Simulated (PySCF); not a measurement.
How far are cheaper levels from CCSD(T)/CBS for ICl?

PySCF; the state is a singlet (closed shell). The composite is CCSD(T) extrapolated to the basis-set limit from two correlation-consistent sets, with core-valence (CV) and scalar-relativistic (SR) terms as its label shows; it has no spin–orbit coupling and nothing beyond (T). Here it is CCSD(T)/CBS(TQ)+CV. It gives Re = 2.318 Å, ωe = 397 cm⁻¹ and De = 2.43 eV to I + Cl.

```
      level                   basis                           relativity  Re (Å)  ωe (cm⁻¹)  De (eV)
    RHF-MP2  cc-pVDZ-PP/cc-pV(D+d)Z  scalar-relativistic core potentials   2.364        380     1.81
   RHF-CCSD  cc-pVDZ-PP/cc-pV(D+d)Z  scalar-relativistic core potentials   2.380        366     1.62
RHF-CCSD(T)  cc-pVDZ-PP/cc-pV(D+d)Z  scalar-relativistic core potentials   2.389        354     1.73
       PW91              x2c-SVPall                        spin-free X2C   2.387        360     2.51
       BP86              def2-TZVPP  scalar-relativistic core potentials   2.347        371     2.57
       PBE0              x2c-SVPall                        spin-free X2C   2.361        382     2.21
       PBE0  cc-pVTZ-PP/cc-pV(T+d)Z  scalar-relativistic core potentials   2.318        403     2.39
    r²SCAN0              def2-TZVPP  scalar-relativistic core potentials   2.306        407     2.21
       MN15                def2-SVP  scalar-relativistic core potentials   2.355        383     2.15
    LC-ωPBE              x2c-SVPall                        spin-free X2C   2.334        409     1.92
```

Task: Give the difference of each row from the composite.

Result: 

| level | basis | ΔRe (pm) | Δωe (%) | ΔDe (eV) |
| --- | --- | --- | --- | --- |
| RHF-MP2 | cc-pVDZ-PP/cc-pV(D+d)Z | +4.6 | -4.3 | -0.62 |
| RHF-CCSD | cc-pVDZ-PP/cc-pV(D+d)Z | +6.2 | -7.8 | -0.81 |
| RHF-CCSD(T) | cc-pVDZ-PP/cc-pV(D+d)Z | +7.1 | -10.8 | -0.70 |
| PW91 | x2c-SVPall | +6.9 | -9.3 | +0.08 |
| BP86 | def2-TZVPP | +2.9 | -6.5 | +0.14 |
| PBE0 | x2c-SVPall | +4.3 | -3.8 | -0.22 |
| PBE0 | cc-pVTZ-PP/cc-pV(T+d)Z | +0.0 | +1.5 | -0.04 |
| r²SCAN0 | def2-TZVPP | -1.2 | +2.5 | -0.22 |
| MN15 | def2-SVP | +3.7 | -3.5 | -0.28 |
| LC-ωPBE | x2c-SVPall | +1.6 | +3.0 | -0.51 |

Task: Which rows come closest in De?

Result: PBE0 in cc-pVTZ-PP/cc-pV(T+d)Z (-0.04 eV), counted from the composite.

Correlated steps freeze the inner cores (9 to 14 orbitals); shallow outer-core shells are correlated. Correlated levels converge slowly with the basis: in double zeta they bind strong bonds too weakly, by up to about 1 eV, and carry superposition errors of some tenths. Spin–orbit coupling is left out, which matters for elements this heavy, above all for dissociation energies. Where the molecule has an RHF reference, its open-shell atoms are computed with UHF.
